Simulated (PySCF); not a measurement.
NaF, SMILES [F][Na]. Heavy atoms are numbered as in [Na:1][F:2].

Geometry: B3LYP-D3(BJ)/def2-TZVPD.

Computed with B3LYP/pcSseg-2 (PySCF).

GIAO shieldings, no solvent; atoms alike by connectivity are averaged. δ = σ(ref) − σ: ¹⁹F against CFCl3 (σ = 159.6 ppm), references at their B3LYP-D3(BJ)/def2-TZVP geometries, non-relativistic.

**Question.** Estimate the chemical shifts. (The exact figures need the calculation; the answer reports its results.)

**Answer.** 
| nucleus | atoms | count | δ (ppm) |
|---|---|---|---|
| ¹⁹F | F2 | 1 | -277.6 |
